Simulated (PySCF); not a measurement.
**Two probes of the same atoms: core binding energy and nuclear shielding**

Species: C3H14OSi3.
Cartesian coordinates in Å at the PBE0-D3(BJ)/def2-SVP level; atoms count from 1:
```
atom  x, y, z in Å
C1    -0.8540   -1.9415   -0.1050
C2    -0.9792   -0.4800    0.3230
C3    -2.3913    0.0602    0.0975
Si4    0.2881    0.6024   -0.5727
Si5    0.2337    2.8226    0.1913
O6     1.8359    0.0410   -0.3216
Si7    2.9084   -0.9628    0.4309
H8    -1.0600   -2.0615   -1.1817
H9    -1.5734   -2.5766    0.4391
H10    0.1504   -2.3509    0.0848
H11   -0.7419   -0.4061    1.4010
H12   -2.6508    0.0733   -0.9744
H13   -3.1409   -0.5704    0.6039
H14   -2.5135    1.0861    0.4798
H15    0.0060    0.5432   -2.0437
H16   -1.0973    3.4613   -0.0604
H17    0.4897    2.8450    1.6672
H18    1.2860    3.6452   -0.4820
H19    2.5284   -1.1558    1.8649
H20    4.2685   -0.3567    0.3617
H21    2.9328   -2.2989   -0.2387
```

Binding energies: PySCF, delta-SCF UKS SCAN, pcX-2 on the ionised atom, pcseg-1 elsewhere, spin-free X2C. Shieldings: GIAO KT3/pcSseg-1, non-relativistic, same geometry.

```tsv
atom	isotropic shielding (ppm)
Si4	359.5
Si5	473.5
Si7	408.5
```

What are the Si 1s binding energies of these atoms?

```tsv
atom	environment	Si 1s (eV)	isotropic shielding (ppm)
Si5	SiH3 silicon	1845.95	473.5
Si4	oxygen-bound silicon	1846.57	359.5
Si7	oxygen-bound silicon	1847.37	408.5
```

Among the listed atoms, is the one with the highest binding energy also the least shielded?

No. The highest binding energy is at Si7 (1847.37 eV, shielding 408.5 ppm), the lowest shielding at Si4 (359.5 ppm, 1846.57 eV).

By binding energy: Si5 < Si4 < Si7. By shielding: Si4 < Si7 < Si5.

Geometry: PBE0-D3(BJ)/def2-SVP, one conformer, isolated molecule.
